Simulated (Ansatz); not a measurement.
Born–Oppenheimer molecular dynamics of BF3 + FH (6 atoms, charge 0, multiplicity 1). It starts from a relaxed structure.

The calculation used RHF/6-31G* in Ansatz 0.2.0.

| Item | Value |
| --- | --- |
| ensemble | NVE (velocity Verlet) |
| time step | 0.5 fs |
| steps asked | 300 |
| starting velocities drawn for | 300 K |
| seed | 735601 |

First frame:

```xyz
6
Properties=species:S:1:pos:R:3
F -0.059 -0.399 -1.528
H 0.115 0.420 -1.897
F 0.295 1.221 0.534
B -0.017 -0.019 0.823
F 0.930 -0.881 1.061
F -1.265 -0.342 1.007
```

(1) How far do the bonds stretch over the last three quarters of this one trajectory? (Pairs bonded in most of those frames.)

Results:

(1) 
```tsv
bond	mean (Å)	spread (Å)	shortest	longest
F1–H2	0.915	0.010	0.90	0.93
F3–B4	1.303	0.006	1.29	1.32
B4–F5	1.309	0.010	1.29	1.33
B4–F6	1.304	0.009	1.29	1.32
```

Mean temperature of the second half: 157 K. The conserved energy stayed within 0.055 meV per atom of its start (net change 0.0095 meV per atom), so the integration is sound. The temperature averaged 0.52 of the 300 K drawn at the start: a run that starts near a minimum puts about half its kinetic energy into the potential. A run of 0.15 ps of so small a system gives no equilibrium averages.

The run took 3.1 min on 1 thread of Intel(R) Xeon(R) Platinum 8488C (Sapphire Rapids), on a shared host, peak memory 0.25 GiB.
